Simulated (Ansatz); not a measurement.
Reaction (redistribution): `C[NH][Ga]([Cl])[Cl]` + `[CH3][Al-]1([Cl])[O]C=CC=[O+]1` → `[Cl][Ga-]1([Cl])[O]C=CC=[O+]1` + `C[NH][Al]([CH3])[Cl]`

Isolated molecules relaxed with PBE0-D4/def2-TZVP in Ansatz; ΔE leaves out vibrations. CBS: MP2 limit from def2 TZ/QZ plus the TZ coupled-cluster correction, frozen cores. Functionals use def2-TZVPP. For Ga outer-core shells are correlated without core-valence functions, which leaves a few kJ/mol of doubt a bond. Scalar relativity is left out up to krypton. One conformer a species, not always the lowest.

`C[NH][Ga]([Cl])[Cl]`:

```xyz
9

C    -0.320   -0.686    1.114
N    -0.600    0.130   -0.047
Ga    0.585    0.733   -1.249
Cl    2.647    0.256   -1.043
Cl   -0.045    1.925   -2.892
H    -0.847   -1.645    1.075
H    -0.599   -0.181    2.045
H     0.749   -0.902    1.167
H    -1.570    0.370   -0.169
```

`[CH3][Al-]1([Cl])[O]C=CC=[O+]1`:

```xyz
14

C    -1.260   -0.394    2.187
Al   -0.538    0.622    0.708
Cl   -0.844    2.720    0.611
O     1.260    0.350    0.462
C     1.812    0.066   -0.642
C     1.149   -0.231   -1.826
C    -0.237   -0.290   -1.887
O    -1.029   -0.048   -0.928
H    -2.348   -0.300    2.238
H    -1.024   -1.459    2.107
H    -0.863   -0.039    3.142
H     2.906    0.046   -0.633
H     1.726   -0.460   -2.711
H    -0.709   -0.583   -2.829
```

`[Cl][Ga-]1([Cl])[O]C=CC=[O+]1`:

Z-matrix (Å, degrees):
```
Ga
O 1 1.909
Cl 1 2.132 2 109.2
O 1 1.909 2 96.0 3 112.8
Cl 1 2.132 2 109.2 3 -134.4
C 2 1.268 1 123.1 3 -112.7
C 4 1.267 1 123.1 2 -0.1
C 6 1.389 2 127.1 1 -0.1
H 6 1.094 2 114.8 1 180.0
H 7 1.094 4 114.8 1 -179.9
H 8 1.081 6 118.3 2 -180.0
```

`C[NH][Al]([CH3])[Cl]`:

Z-matrix (Å, degrees):
```
C
N 1 1.447
H 1 1.096 2 112.4
H 1 1.096 2 112.3 3 121.6
H 1 1.093 2 110.1 3 -119.2
Al 2 1.762 1 128.9 3 119.2
H 2 1.009 1 112.2 3 -60.8
Cl 6 2.108 2 115.1 1 -180.0
C 6 1.937 2 124.3 1 -0.0
H 9 1.094 6 110.7 2 121.3
H 9 1.094 6 110.7 2 -120.5
H 9 1.092 6 112.5 2 0.4
```

```tsv
level	ΔE (kJ/mol)
r2SCAN-D4	52.6
B97M-V	51.4
BHLYP-D4	53.0
CAM-B3LYP	54.7
HF/def2-TZVPP	48.9
SCS-MP2/def2-TZVPP	48.4
HF/def2-QZVPP	51.3
MP2/CBS(def2)	58.9
```

(1) What does CCSD(T)/CBS give? (Estimate.)

Largest T1 diagnostic among the species: 0.016.

Results:

(1) Ansatz gave: +56.6 kJ/mol. The listed levels differ from it by -4.0, -5.2, -3.6, -1.9, -7.7, -8.2, -5.3, 2.3 kJ/mol.

Leaving LDA and LC-ωPBE aside and taking each functional with its dispersion term where it has one, the values, not all of them listed here, spread over 3.0 kJ/mol, from PBE-QIDH to CAM-B3LYP-D4. At CCSD(T), def2-SVP lies −6.6 kJ/mol from the extrapolated value and def2-TZVPP −9.1 kJ/mol.
